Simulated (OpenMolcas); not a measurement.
# Pr3+: input and output

Input:

```
&GATEWAY
Coord
1

Pr 0.0 0.0 0.0
Basis=ANO-R1
Group=XYZ
NoMove
AngMom=0.0 0.0 0.0
AMFI
&SEWARD
* reference wave functions (RASSCF and RASSI steps not shown): 2 electrons in 7 orbitals (4f)
>>> COPY JOB001 $Project.JobIph
&CASPT2
Multistate=21 1 2 3 4 5 6 7 8 9 10 11 12 13 14 15 16 17 18 19 20 21
Frozen=14 9
IPEA=0.0
Imaginary=0.1
MaxIter=60
WThr=0.0 0.3 0.05
PrWF=0.5
NoMix
>>> COPY JOB002 $Project.JobIph
&CASPT2
Multistate=28 1 2 3 4 5 6 7 8 9 10 11 12 13 14 15 16 17 18 19 20 21 22
23 24 25 26 27 28
Frozen=14 9
IPEA=0.0
Imaginary=0.1
MaxIter=60
WThr=0.0 0.3 0.05
PrWF=0.5
NoMix
```

Launched by
```bash
OMP_NUM_THREADS=1 MOLCAS_MEM=2252 MOLCAS_PROJECT=a pymolcas a.inp > a.log  # once for each step of the input, in one work folder
```

Output, cut to the results:

```
--- CASPT2 ---
Orbital specifications:
      -----------------------

      Symmetry species                           1   2
                                                ag  au
      Frozen orbitals                           14   9
      Inactive orbitals                          1   3
      Active orbitals                            0   7
      Secondary orbitals                         7  10
      Deleted orbitals                           0   0
      Number of basis functions                 22  29
Type of calculation                        MS-CASPT2
      Fock operator                              state-specific
      IPEA shift                                 0.00
      Real shift                                 0.00
      Imaginary shift                            0.10
      The input orbitals will be transformed to quasi-canonical
Reference energy:       -9231.8343668300
      E2 (Non-variational):      -0.1196017258
      Shift correction:          -0.0001773350
      E2 (Variational):          -0.1197790608
      Total energy:           -9231.9541458908
      Residual norm:              0.0000001766
      Reference weight:           0.95727
      Contributions to the CASPT2 correlation energy
      Active & Virtual Only:         -0.0027816056
      One Inactive Excited:          -0.0177241101
      Two Inactive Excited:          -0.0990960102
Reference energy:       -9231.8343668300
      E2 (Non-variational):      -0.1196081660
      Shift correction:          -0.0001775745
      E2 (Variational):          -0.1197857404
      Total energy:           -9231.9541525704
      Residual norm:              0.0000001735
      Reference weight:           0.95725
      Contributions to the CASPT2 correlation energy
      Active & Virtual Only:         -0.0027805648
      One Inactive Excited:          -0.0177341115
      Two Inactive Excited:          -0.0990934897
::    CASPT2 Root  1     Total energy:  -9231.95414589
::    CASPT2 Root  2     Total energy:  -9231.95415257
::    CASPT2 Root  3     Total energy:  -9231.95415805
::    CASPT2 Root  4     Total energy:  -9231.95417011
::    CASPT2 Root  5     Total energy:  -9231.95416966
::    CASPT2 Root  6     Total energy:  -9231.95414845
::    CASPT2 Root  7     Total energy:  -9231.95415804
::    CASPT2 Root  8     Total energy:  -9231.95415224
::    CASPT2 Root  9     Total energy:  -9231.95415332
::    CASPT2 Root 10     Total energy:  -9231.95415311
::    CASPT2 Root 11     Total energy:  -9231.95416631
::    CASPT2 Root 12     Total energy:  -9231.93162146
::    CASPT2 Root 13     Total energy:  -9231.93161162
::    CASPT2 Root 14     Total energy:  -9231.93163770
::    CASPT2 Root 15     Total energy:  -9231.93161934
::    CASPT2 Root 16     Total energy:  -9231.93164011
::    CASPT2 Root 17     Total energy:  -9231.93161274
::    CASPT2 Root 18     Total energy:  -9231.93163854
::    CASPT2 Root 19     Total energy:  -9231.84026309
::    CASPT2 Root 20     Total energy:  -9231.84026309
::    CASPT2 Root 21     Total energy:  -9231.84026309
::    MS-CASPT2 Root  1     Total energy:  -9231.95428561
::    MS-CASPT2 Root  2     Total energy:  -9231.95426117
::    MS-CASPT2 Root  3     Total energy:  -9231.95422608
::    MS-CASPT2 Root  4     Total energy:  -9231.95419187
::    MS-CASPT2 Root  5     Total energy:  -9231.95417822
::    MS-CASPT2 Root  6     Total energy:  -9231.95414196
::    MS-CASPT2 Root  7     Total energy:  -9231.95413028
::    MS-CASPT2 Root  8     Total energy:  -9231.95412856
::    MS-CASPT2 Root  9     Total energy:  -9231.95411516
--- CASPT2 ---
Orbital specifications:
      -----------------------

      Symmetry species                           1   2
                                                ag  au
      Frozen orbitals                           14   9
      Inactive orbitals                          1   3
      Active orbitals                            0   7
      Secondary orbitals                         7  10
      Deleted orbitals                           0   0
      Number of basis functions                 22  29
Type of calculation                        MS-CASPT2
      Fock operator                              state-specific
      IPEA shift                                 0.00
      Real shift                                 0.00
      Imaginary shift                            0.10
      The input orbitals will be transformed to quasi-canonical
Reference energy:       -9231.8025206186
      E2 (Non-variational):      -0.1212937544
      Shift correction:          -0.0002440011
      E2 (Variational):          -0.1215377555
      Total energy:           -9231.9240583741
      Residual norm:              0.0000000951
      Reference weight:           0.95474
      Contributions to the CASPT2 correlation energy
      Active & Virtual Only:         -0.0052495036
      One Inactive Excited:          -0.0171560396
      Two Inactive Excited:          -0.0988882112
Reference energy:       -9231.8025206186
      E2 (Non-variational):      -0.1216776041
      Shift correction:          -0.0002651232
      E2 (Variational):          -0.1219427273
      Total energy:           -9231.9244633459
      Residual norm:              0.0000001156
      Reference weight:           0.95402
      Contributions to the CASPT2 correlation energy
      Active & Virtual Only:         -0.0054252255
      One Inactive Excited:          -0.0173462880
      Two Inactive Excited:          -0.0989060906
::    CASPT2 Root  1     Total energy:  -9231.92405837
::    CASPT2 Root  2     Total energy:  -9231.92446335
::    CASPT2 Root  3     Total energy:  -9231.92398821
::    CASPT2 Root  4     Total energy:  -9231.92357811
::    CASPT2 Root  5     Total energy:  -9231.92442018
::    CASPT2 Root  6     Total energy:  -9231.92474882
::    CASPT2 Root  7     Total energy:  -9231.92360023
::    CASPT2 Root  8     Total energy:  -9231.92451047
::    CASPT2 Root  9     Total energy:  -9231.92370655
...
```

Levels above the lowest, from the spin-orbit matrix with the single-state CASPT2 energies, averaged by term, on its diagonal:

| Configuration | Term | J | E (eV) | Measured (eV) | Term weight % | Second |
| --- | --- | --- | --- | --- | --- | --- |
| 4f2 | 3H | 4 | 0.0000 | 0.0000 | 97 | 3 1G |
| 4f2 | 3H | 5 | 0.290 | 0.2668 | 100 |  |
| 4f2 | 3H | 6 | 0.594 | 0.5442 | 100 |  |
| 4f2 | 3F | 2 | 0.715 | 0.6195 | 98 |  |
| 4f2 | 3F | 3 | 0.903 | 0.7954 | 100 |  |
| 4f2 | 3F | 4 | 0.952 | 0.8499 | 60 | 39 1G |
| 4f2 | 1G | 4 | 1.347 | 1.2301 | 59 | 40 3F |
| 4f2 | 1D | 2 | 2.634 | 2.1492 | 92 | 6 3P |
| 4f2 | 3P | 0 | 3.300 | 2.6520 | 99 |  |
| 4f2 | 1I | 6 | 3.332 | 2.7539 | 100 |  |
| 4f2 | 3P | 1 | 3.389 | 2.7286 | 100 |  |
| 4f2 | 3P | 2 | 3.547 | 2.8715 | 94 | 6 1D |
| 4f2 | 1S | 0 | 6.738 |  | 99 |  |

Against the 11 measured excited levels shown (Martin, Zalubas and Hagan, Atomic Energy Levels: The Rare-Earth Elements, NSRDS-NBS 60 (1978)) the mean absolute deviation is 2600 cm-1; the largest miss in energy is 4f2 3P2: computed 3.547, measured 2.8715 eV (+23.5 %).

CASPT2 breaks the degeneracy within a term, and the mean is taken; among the terms shown or strongly mixed into the levels shown the widest spread is 410 cm-1 (4f2 1I). Over all roots computed the reference weight is 0.87 to 0.96; the roots of lowest weight are the least certain, and an intruder state may touch them. Some terms miss by over 15 % even with CASPT2, which points to a basis or an active space too small for the shells correlated. The basis is small and was not contracted for so high a charge. Measured partners are found by configuration, term and J. A level has none where our copy of the source lacks it or the pairing is in doubt (some pairs that miss far off the trend of their configuration count as doubtful), and it then counts in no deviation. Only configurations of the active space appear.

The term weight is that of the spin-free term in the level, not the purity of its configuration.
